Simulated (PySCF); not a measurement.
Atoms are numbered as in `[CH3:1][NH2+:2][BH2-:3][SiH3:4]`. Each H is labelled by its parent atom.

Geometry: PBE0-D3(BJ)/def2-SVP; GIAO absolute shieldings from PySCF, gas phase, non-relativistic, averaged over equivalent atoms.

At PBE0/STO-3G (34 basis functions, 4.5 s wall time on 1 thread of an Arm Neoverse N1, shared host):
```json
{"atoms": "C1", "σ (ppm)": "194.9"}
{"atoms": "N2", "σ (ppm)": "283.5"}
{"atoms": "B3", "σ (ppm)": "138.3"}
{"atoms": "Si4", "σ (ppm)": "597.1"}
{"atoms": "H(N2)", "σ (ppm)": "30.32"}
{"atoms": "H(C1)", "σ (ppm)": "30.33"}
{"atoms": "H(B3)", "σ (ppm)": "31.32"}
{"atoms": "H(Si4)", "σ (ppm)": "31.76"}
```

What do these become at PBE0/cc-pVDZ?

Answers


```tsv
atoms	σ at PBE0/cc-pVDZ	change
C1	163.0	-31.9
N2	228.8	-54.7
B3	134.3	-4.0
Si4	506.1	-91.0
H(N2)	28.42	-1.90
H(C1)	28.85	-1.48
H(B3)	28.96	-2.36
H(Si4)	28.09	-3.67
```

The largest change is at Si4 (silicon bonded to B, 3 H). Cost: 110 basis functions, 8.3 s wall time on 1 thread of an Arm Neoverse V2, shared host.
